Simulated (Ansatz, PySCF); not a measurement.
Gas-phase reaction in SMILES: O[SiH2]O + 2 [H][H] (H2) → 2 O (H2O) + [SiH4] (SiH4)
Each molecule is optimised on its own at B3LYP-D3(BJ)/def2-TZVP (Ansatz, a first-principles code), one conformer each, not searched for the lowest.
Geometry of the first species:
```
Si
O 1 1.6456
H 2 0.9596 1 119.42
O 1 1.6456 2 114.22 3 82.78
H 4 0.9596 1 119.42 2 -82.78
H 1 1.4685 2 105.68 3 -161.50
H 1 1.4846 6 113.37 4 119.29
```

Wanted: energy of full hydrogenation (0 K, with B3LYP-D3(BJ) harmonic zero-point energies from PySCF), in kcal/mol. Cores are frozen in the correlated levels unless marked. Spin-orbit coupling is left out. Non-relativistic. CBS(X,Y): correlation extrapolated as X^-3; Hartree-Fock from the larger set.

| level | program | energy of full hydrogenation (kcal/mol) |
|---|---|---|
| RI-HF/aug-cc-pV(Q+d)Z | Ansatz | 39.4 |
| PBE-D4/def2-TZVPD | Ansatz + dftd4 | 37.7 |

Problem. Estimate the value at CCSD(T)/CBS(cc-pV(T+d)Z,cc-pV(Q+d)Z) as computed with Ansatz.

Solution. 43.2 kcal/mol
